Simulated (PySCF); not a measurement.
Method: PBE-D3(BJ)/def2-TZVP // B3LYP-D3(BJ)/def2-TZVP in PySCF. Isolated molecules, 0 K electronic values unless said otherwise. One relaxed conformer stands for a flexible species; it need not be the lowest. 

Reference species (SMILES): `O=C1CC1` (neutral, multiplicity 1).

```json
{
  "HOMO": "-5.51 eV",
  "LUMO": "-2.09 eV",
  "HOMO–LUMO gap": "3.42 eV"
}
```

After one change: the HOMO rises by 0.18 eV; the LUMO increases by 0.81 eV; the HOMO–LUMO gap goes up by 0.63 eV.

Problem. Which change was made? The new species is one of these.
A. `CC1=CO1`
B. `C#CCO`
C. `C=C=CO`
D. `OC1=CC1` (H–O–C–C torsion 180°)

Solution. C, `C=C=CO`
